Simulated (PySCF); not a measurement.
Species: [InCl4]- (charge -1).
Bonds: In1–Cl2, In1–Cl3, In1–Cl4, In1–Cl5.

Computed by this run: PySCF 2.14.0, PBE0-D3(BJ)/def2-SVP geometry optimisation, gas phase, def2 core potentials past Kr; density fitting, grid level 1; the optimiser is geomeTRIC in internal coordinates, started from a GFN2-xTB structure with every atom displaced at random (about 0.03 Å).

Step 0: E = -55241.1287 eV
```
atom  x, y, z in Å  |  force x, y, z in eV/Å
In1     0.0619   -0.0763    0.0111   -1.773   0.547   0.075
Cl2    -0.0064   -0.0300    2.3507    0.022  -0.048   0.744
Cl3     2.1586    0.0038   -0.8209    1.961  -0.066  -0.652
Cl4    -1.0203    1.9356   -0.7774   -0.030  -0.042   0.001
Cl5    -1.1190   -1.9437   -0.8255   -0.181  -0.390  -0.167
```

Task: Estimate the geometry and energy of step 1. (The exact step hangs on the optimiser's Hessian estimate; all steps are aligned on step 0, rigid shifts and turns removed.)

Result: E = -55241.2948 eV, largest force 0.324 eV/Å
```
atom  x, y, z in Å  |  force x, y, z in eV/Å
In1     0.0330   -0.0487    0.0031   -0.240   0.209  -0.058
Cl2    -0.0110   -0.0347    2.4012    0.050  -0.039  -0.050
Cl3     2.2631   -0.0157   -0.8474    0.025  -0.065   0.070
Cl4    -1.0656    1.9528   -0.7830    0.077  -0.142   0.034
Cl5    -1.1446   -1.9641   -0.8360    0.089   0.036   0.004
```

The energy changes by -0.1661 eV. The first-order estimate −F·Δx gives -0.3418 eV and the mean of the old and new forces, exact on a quadratic surface, -0.1726 eV. The step makes an angle of 34° with the force vector and moves no atom by more than 0.110 Å.

What follows is the cost of the whole optimisation. The run took 48 s on Arm Neoverse V2, one thread, no GPU, shared host with 96 logical CPUs at a one-minute load of 58, and the process peaked at 0.40 GiB of memory.
